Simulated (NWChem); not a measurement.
System: CHAlClF$_{3}$; SMILES F[C](F)(F)[AlH][Cl]

Here is an NWChem input.

```
start job
memory heap 200 mb stack 900 mb global 1100 mb
geometry units angstroms noautosym nocenter noautoz
  Al    -0.888459    -0.625288     0.038076
  C      0.074450     1.148062    -0.030968
  F     -0.766306     2.160868    -0.317061
  F      1.055877     1.191027    -0.947061
  F      0.638187     1.440674     1.158965
  Cl     0.310691    -2.340198     0.043940
  H     -2.455670    -0.725574     0.111233
end
basis spherical
  Al library 6-31g*
  C library 6-31g*
  F library 6-31g*
  Cl library 6-31g*
  H library 6-31g*
end
dft
  xc b3lyp
  iterations 150
end
property
  efieldgrad
end
task dft property
```

Structure relaxed at the PBE0/def2-SVP level. B3LYP is NWChem's, with the RPA form of VWN correlation.

Vzz is the largest principal value of the second derivative of the potential at the nucleus (NWChem prints the opposite sign); η is the asymmetry. Non-relativistic.

Atoms are numbered as in the input.

Q: What results follow from this input? (B3LYP/6-31G* (spherical d).) Quantities: Vzz Al1 (a.u.); η Al1; Vzz Cl6 (a.u.); η Cl6.

A: 
```yaml
Vzz Al1 (a.u.): 0.962
"η Al1": 0.52
Vzz Cl6 (a.u.): 1.219
"η Cl6": 0.52
```
